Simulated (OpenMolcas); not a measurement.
## Computed transition rates of Cr

| Quantity | Value |
| --- | --- |
| Program | OpenMolcas |
| Method | SS-CASPT2, IPEA 0.25 Eh, imaginary shift 0.1 Eh (closed shells correlated: 3s 3p) |
| Basis | ANO-RCC-VQZP [7s6p4d3f2g1h] |
| Scalar Hamiltonian | DKH2, point nucleus |
| Active space | 6 electrons in 11 orbitals (3d 4s 4d) |
| State averaging | 2S+1 = 7 even, 1 root; 2S+1 = 5 even, 6 roots kept (CI in the orbitals of an earlier block) |
| Spin-orbit coupling | state interaction with AMFI integrals over the reference wave functions, term energies averaged over their components |

Rates come from the transition moments of the reference wave functions (E1 and E2 in the length form). At fixed line strength A goes as λ^-3 for E1 and M1 and as λ^-5 for E2, so a rate at the computed wavelength can be rescaled to the measured one. Measured vacuum wavelengths follow from level energies in NIST Handbook of Basic Atomic Spectroscopic Data. Branching counts decays inside the model space alone, at computed energies, and the table is only a selection of the M1 lines, drawn from those between levels with measured partners whose computed energy lies within a factor of 1.5 of the measured one.

```csv
Upper,Lower,Type,λ computed (nm),λ measured (nm),A computed (s-1),A rescaled (s-1),Branching %
3d⁴ 4s² ⁵D₄,3d⁴ 4s² ⁵D₃,M1,39190,47090,4.50e-04,2.59e-04,47.3
3d⁴ 4s² ⁵D₃,3d⁴ 4s² ⁵D₂,M1,52260,59620,3.26e-04,2.20e-04,47.0
3d⁴ 4s² ⁵D₂,3d⁴ 4s² ⁵D₁,M1,78380,85730,1.18e-04,9.02e-05,29.2
3d⁴ 4s² ⁵D₁,3d⁴ 4s² ⁵D₀,M1,156800,166600,1.41e-05,1.18e-05,5.5
```

The largest correction is for 3d⁴ 4s² ⁵D₄ → 3d⁴ 4s² ⁵D₃ (M1): 4.50e-04 × (39190 / 47090)^3 = 2.59e-04 s-1, a factor of 0.58.

No measured rate stands beside these. Rescaling mends the energy factor alone: line strengths can still be far off where a level mixes with configurations outside the active space, and weak or spin-changing lines hang on small mixing coefficients that depend on the term gaps too, so rescaling need not improve them.

Terms from blocks run as CI alone lack orbitals of their own. Active for correlation alone: 4d; no level in the range computed is led by a configuration that fills it, so any true level of that kind is missing. Some terms miss by over 15 % even with CASPT2, which points to a basis or an active space too small for the shells correlated. Measured partners are found by configuration, term and J. A level has none where our copy of the source lacks it or the pairing is in doubt (some pairs that miss far off the trend of their configuration count as doubtful). Levels of configurations outside the active space are missing.
